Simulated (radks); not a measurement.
Values are calculated unless marked as measured or tabulated.
Task: All-electron atom: Re17+ in [Kr] 4d10 4f12. Code: a radial shooting solver on a logarithmic mesh with Libxc functionals. Model: Dirac Kohn-Sham, exchange-only PBE, spin-unpolarised, spherical densities, finite nucleus; open shells fill j = l - 1/2 first; Fermi nuclear charge, rms radius 5.3698 fm. Some entries of the table are withheld. Estimate them.

orbital  occ.  eigenvalue (eV)  <r^2> (bohr^2)
1s1/2       2        -71926.35       0.0004481
2s1/2       2              (1)        0.006817
2p1/2       2        -12250.28        0.004857
2p3/2       4        -10809.91        0.006055
3s1/2       2        -3250.432         0.04443
3p1/2       2        -3012.744         0.04069
3p3/2       4        -2699.573         0.04722
3d3/2       4              (2)         0.03651
3d5/2       6              (3)         0.03830
4s1/2       2        -970.3466          0.2156
4p1/2       2              (4)             (5)
4p3/2       4              (6)             (7)
4d3/2       4        -631.3135             (8)
4d5/2       6        -617.1626             (9)
5s1/2       0        -408.3086          0.9041
4f5/2       6        -407.3638          0.3118
4f7/2       6        -404.3845          0.3177
5p1/2       0        -371.2818          0.9835
5p3/2       0        -352.2963           1.090

Result: 
(1) 2s1/2 eigenvalue (eV): -12781.27
(2) 3d3/2 eigenvalue (eV): -2299.499
(3) 3d5/2 eigenvalue (eV): -2231.450
(4) 4p1/2 eigenvalue (eV): -870.6235
(5) 4p1/2 <r^2> (bohr^2): 0.2208
(6) 4p3/2 eigenvalue (eV): -795.8776
(7) 4p3/2 <r^2> (bohr^2): 0.2530
(8) 4d3/2 <r^2> (bohr^2): 0.2674
(9) 4d5/2 <r^2> (bohr^2): 0.2783
